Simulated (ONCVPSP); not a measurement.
u(r) = r·R(r): atom against pseudo-atom (Zn)

Columns: radius, all-electron u(r) and pseudo u(r) of the 3p shell (level -83.40 eV) of zinc in the configuration [Ne] 3s2 3p6 3d10 4s2; PBE, scalar-relativistic, ONCV scheme, ONCVPSP 4.0.1.

```
r (bohr)  all-electron  pseudo
   0.070       -0.5139  0.0489
   0.140       -0.6454  0.1861
   0.210       -0.2864  0.3874
   0.280        0.2236  0.6206
   0.350        0.6776  0.8500
   0.420        1.0015  1.0432
   0.490        1.1906  1.1784
   0.560        1.2695  1.2490
   0.630        1.2679  1.2575
   0.700        1.2140  1.2124
   0.770        1.1291  1.1289
   0.840        1.0286  1.0284
   0.910        0.9229  0.9227
   0.980        0.8187  0.8185
   1.050        0.7198  0.7196
   1.120        0.6286  0.6284
   1.190        0.5459  0.5458
   1.260        0.4720  0.4719
   1.330        0.4066  0.4065
   1.400        0.3493  0.3492
   1.470        0.2994  0.2993
   1.540        0.2560  0.2559
   1.610        0.2186  0.2185
   1.680        0.1863  0.1863
   1.750        0.1586  0.1586
   1.820        0.1349  0.1349
```

Problem. How many radial nodes do the two functions have?

Solution. The all-electron 3p function has n − l − 1 = 1; the pseudo-wave has 0, since the states of the same l below it are removed with the core.

Problem. At about which radius was the pseudo-wave matched?

Solution. 0.75 bohr, where the columns begin to agree (steps of 0.07 bohr).

Problem. Where does each function peak?

Solution. Outermost all-electron maximum near 0.56 bohr, pseudo maximum near 0.63 bohr (to the table’s step).

Problem. Is the pseudo-wave norm-conserving?

Solution. Yes: the ONCV scheme keeps the norm inside the radius equal to the all-electron one, which fixes the energy derivative of the logarithmic derivative at the level.
